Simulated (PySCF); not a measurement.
## Telling isomers of C$_{5}$H$_{8}$O$_{2}$ apart by NMR

Calculated, not measured (PySCF 2.14): GFN2-xTB geometry, NMR shieldings at PBE0/pcSseg-1/GIAO. One computed conformer, non-relativistic Hamiltonian, rapidly exchanging positions averaged, isolated molecule.

Shifts are taken against calculated references (same method and geometry level): 1H (σ = 31.72 ppm) and 13C (σ = 186.93 ppm) vs TMS. Where no couplings were computed, multiplicities follow the n + 1 count of equivalent neighbours, and m marks all less simple cases (inequivalent or close neighbours, rings, F or P nearby). Shifts are as computed. Against solution values, carbons near 30 ppm lie about +3 ppm off and those near 130 ppm about +5 ppm (rms about the fit 2.1 ppm; single classes can miss by 10 ppm). Of 1328 compounds with measured shifts, 309 miss one by over three times the rms of a fit or turn the order of signals round; such compounds aren't used in these exercises. Signals without a measured value on file couldn't be tested in this way; 1H shifts scatter by 0.2 ppm about their fit, and single ones miss by 0.5 ppm.

(1) Tabulate the signals of `CC(=O)[C@H]1CCO1`, `CO[C@@H]1C=COC1` and their relative energies.

(2) What is the quickest way to tell CC(=O)[C@H]1CCO1 from CO[C@@H]1C=COC1?

Answers

(1) 
```tsv
SMILES	carbon types	δC	δH	E rel. (kcal/mol)
CC(=O)[C@H]1CCO1	1×C 1×CH 2×CH2 1×CH3	221.7, 86.4, 70.5, 30.4, 29.2	4.89 (m, 1H), 4.84 (m, 1H), 4.68 (m, 1H), 3.00 (m, 1H), 2.49 (m, 1H), 2.44 (s, 3H)	0.0
CO[C@@H]1C=COC1	3×CH 1×CH2 1×CH3	159.4, 102.3, 88.6, 78.6, 57.8	6.57 (d, 1H), 5.52 (m, 1H), 4.83 (m, 1H), 4.56 (m, 1H), 4.35 (m, 1H), 3.50 (s, 3H)	6.8
```

Energies are electronic energies at PBE0/pcSseg-1 on these geometries, without zero-point or thermal terms, each for the one conformer computed, which needn't be the lowest.

(2) Both give the same number of carbon signals, but DEPT or the intensities differ. The first has a ketone carbonyl carbon (C) at 221.7 ppm, the second an alkene carbon bearing oxygen (CH) at 159.4 ppm. In the proton spectra the most deshielded non-exchanging signals are 4.89 (m, 1H) and 6.57 (d, 1H).
